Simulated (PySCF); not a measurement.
Mapped SMILES: `[Cl:1][C:2]([Cl:3])([Cl:4])[C:5]1=[CH:6][O:7][AlH2-:8][O+:9]=[CH:10]1`. Hydrogens are named by the atom that carries them.

Geometry: PBE0-D3(BJ)/def2-SVP; GIAO shifts from PySCF 2.14, gas phase, non-relativistic, averaged over equivalent atoms.

At KT2/pcSseg-1 (218 basis functions, 87 s wall time on 1 thread of an Arm Neoverse N1, shared host):
```tsv
atoms	δ (ppm)
Cl1/Cl3/Cl4	556.7
C6/C10	175.9
C5	125.1
C2	122.4
O7/O9	303.2
Al8	59.1
H(C6)/H(C10)	8.88
H(Al8)	4.58
```

Referencing at the same level of theory: 35Cl (942.74 ppm) vs HCl; 13C (183.22 ppm), 1H (31.18 ppm) against TMS; H2O for 17O (330.66 ppm); AlH4- for 27Al (497.73 ppm).

What do these become at PBE0/pcSseg-1?

## Answers


```
       atoms  δ at PBE0/pcSseg-1  change
 Cl1/Cl3/Cl4               521.4   -35.3
      C6/C10               191.7   +15.8
          C5               128.0    +2.9
          C2               119.2    -3.2
       O7/O9               317.9   +14.7
         Al8                49.1   -10.0
H(C6)/H(C10)                8.98   +0.10
      H(Al8)                4.42   -0.16
```

Scale: 35Cl (σ = 943.27 ppm) against HCl; 13C (σ = 184.41 ppm), 1H (σ = 31.27 ppm) vs TMS; H2O for 17O (σ = 334.56 ppm); 27Al (σ = 489.28 ppm) against AlH4- (reference shieldings calculated alike).

The largest change is at Cl1/Cl3/Cl4 (chlorine bonded to C). Cost: 218 basis functions, 93 s wall time on 1 thread of an Arm Neoverse N1, shared host. The order of the carbon signals is the same at both levels.

Carbons that carry Cl, above all several Cl atoms, come out too deshielded, partly because spin–orbit coupling is missing. The carbons averaged at δ 175.9 differ by 9 ppm in this conformer. Unscaled 17O shifts of doubly bonded oxygen tend to come out too high, by tens of ppm or more. Experimental scales use liquid or dissolved standards, which lie at an offset from isolated H2O (liquid H2O: subtract about 36 ppm).
